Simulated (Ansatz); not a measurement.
Reaction (substitution at a C–Si bond): `[SiH3]C1CO1` + `[SiH3]S` → `[SiH3]SC1CO1` + SiH₄

Computed with Ansatz on PBE0-D4/def2-TZVP structures; ΔE is electronic, products minus reactants. CCSD(T)/CBS adds triple-zeta CCSD(T) − MP2 to the extrapolated MP2 energy (def2 sets, frozen cores). This one scheme is used for every species. DFT in def2-TZVPP. B3LYP here is the variant with VWN-RPA as its local correlation; programs differ in this. Each species was taken in one conformer, which may not be the lowest.

| level | ΔE (kJ/mol) | difference from CCSD(T)/CBS |
| --- | --- | --- |
| r2SCAN-D4 | 24.3 | -3.3 |
| PBE0-D4 | 24.3 | -3.3 |
| B3LYP-D4 | 24.1 | -3.5 |
| ωB97X-V | 25.4 | -2.2 |
| ωB97M-V | 27.2 | -0.4 |
| B2PLYP | 27.0 | -0.6 |
| PBE | 24.0 | -3.6 |
| B3LYP | 28.4 | 0.8 |
| HF/def2-TZVPP | 31.6 | 4.0 |
| MP2/def2-TZVPP | 24.7 | -2.9 |
| SCS-MP2/def2-TZVPP | 25.7 | -1.9 |
| CCSD/def2-TZVPP | 29.6 | 2.0 |
| CCSD(T)/def2-TZVPP | 26.9 | -0.7 |
| SCS-MP2/def2-QZVPP | 26.3 | -1.3 |
| HF/CBS(def2) | 31.8 | 4.2 |
| MP2/CBS(def2) | 25.4 | -2.2 |
| CCSD(T)/CBS | 27.6 | 0 |

Largest T1 diagnostic among the species: 0.012.

The D4 term adds −4.3 kJ/mol with B3LYP and −2.4 kJ/mol with PBE0; it sums over pairs of atoms, weighted by their polarisabilities, and B3LYP, whose exchange is more repulsive, gets the larger term. In def2-TZVPP, CCSD(T) changes the Hartree–Fock value by −4.6 kJ/mol (the triples alone add −2.6 kJ/mol) and MP2 by −6.9 kJ/mol.
